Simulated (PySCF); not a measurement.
Isomers of C6H8Cl2O2, mass 181.990 u with the commonest isotopes. Computed with PBE0/pcSseg-1 in PySCF (dipole) on a GFN2-xTB geometry, gas phase. One conformer each, none proved a minimum here; rigid rotors.

Task: Order these by dipole moment, smallest first.
A. `[O:1]=[C:2]([Cl:3])[CH2:4][CH2:5][CH2:6][CH2:7][C:8](=[O:9])[Cl:10]` with O1–C2–C4–C5 -6°, C2–C4–C5–C6 -85°, C4–C5–C6–C7 68°, C5–C6–C7–C8 -85°, C6–C7–C8–O9 -6°
B. `[CH3:1]/[C:2](=[CH:3]/[CH2:4][C:5](=[O:6])[OH:7])[CH:8]([Cl:9])[Cl:10]` with C2–C3–C4–C5 -98°, C3–C4–C5–O6 -17°, C4–C5–O7–H 180°, C1–C2–C8–Cl9 -123°
C. `[CH3:1][C:2](=[O:3])[O:4]/[CH:5]=[C:6](/[CH3:7])[CH:8]([Cl:9])[Cl:10]` with C1–C2–O4–C5 180°, C2–O4–C5–C6 180°, C5–C6–C8–Cl9 120°

Result: B (1.29 D), C (1.67 D), A (4.38 D).

Task: Order these by rotational constant A, largest first.
A. `[CH3:1][C:2](=[O:3])[O:4]/[CH:5]=[C:6](/[CH3:7])[CH:8]([Cl:9])[Cl:10]` with C1–C2–O4–C5 180°, C2–O4–C5–C6 180°, C5–C6–C8–Cl9 120°
B. `[O:1]=[C:2]([Cl:3])[CH2:4][CH2:5][CH2:6][CH2:7][C:8](=[O:9])[Cl:10]` with O1–C2–C4–C5 -6°, C2–C4–C5–C6 -85°, C4–C5–C6–C7 68°, C5–C6–C7–C8 -85°, C6–C7–C8–O9 -6° (adipoyl chloride)
C. `[CH3:1]/[C:2](=[CH:3]\[CH2:4][O:5][CH:6]=[O:7])[CH:8]([Cl:9])[Cl:10]` with C2–C3–C4–O5 -176°, C3–C4–O5–C6 -163°, C4–O5–C6–O7 0°, C1–C2–C8–Cl9 63°
D. `[CH3:1]/[C:2](=[CH:3]/[CH2:4][C:5](=[O:6])[OH:7])[CH:8]([Cl:9])[Cl:10]` with C2–C3–C4–C5 -98°, C3–C4–C5–O6 -17°, C4–C5–O7–H 180°, C1–C2–C8–Cl9 -123°

Result: C (2122 MHz), A (1565 MHz), D (1271 MHz), B (1153 MHz).

Task: Order these by rotational constant C, largest first.
A. `[CH3:1][C:2](=[O:3])[O:4]/[CH:5]=[C:6](/[CH3:7])[CH:8]([Cl:9])[Cl:10]` with C1–C2–O4–C5 180°, C2–O4–C5–C6 180°, C5–C6–C8–Cl9 120°
B. `[CH3:1]/[C:2](=[CH:3]/[CH2:4][C:5](=[O:6])[OH:7])[CH:8]([Cl:9])[Cl:10]` with C2–C3–C4–C5 -98°, C3–C4–C5–O6 -17°, C4–C5–O7–H 180°, C1–C2–C8–Cl9 -123°
C. `[CH3:1]/[C:2](=[CH:3]\[CH2:4][O:5][CH:6]=[O:7])[CH:8]([Cl:9])[Cl:10]` with C2–C3–C4–O5 -176°, C3–C4–O5–C6 -163°, C4–O5–C6–O7 0°, C1–C2–C8–Cl9 63°
D. `[O:1]=[C:2]([Cl:3])[CH2:4][CH2:5][CH2:6][CH2:7][C:8](=[O:9])[Cl:10]` with O1–C2–C4–C5 -6°, C2–C4–C5–C6 -85°, C4–C5–C6–C7 68°, C5–C6–C7–C8 -85°, C6–C7–C8–O9 -6°

Result: B (614.1 MHz), D (572.7 MHz), A (448.5 MHz), C (333.3 MHz).

```tsv
SMILES	point group	Ia (u·Å²)	Ib (u·Å²)	Ic (u·Å²)	κ	μa (D)	μb (D)	μc (D)
C/C(=C/CC(=O)O)C(Cl)Cl	C1	397.66	720.75	823.02	-0.73	0.69	0.91	0.60
C/C(=C\COC=O)C(Cl)Cl	C1	238.20	1441.72	1516.09	-0.98	0.59	0.64	1.00
CC(=O)O/C=C(/C)C(Cl)Cl	Cs	322.94	1104.99	1126.89	-0.98	1.41	0.90	0.01
O=C(Cl)CCCCC(=O)Cl	C2	438.27	632.09	882.48	-0.22	0.00	4.38	0.00
```
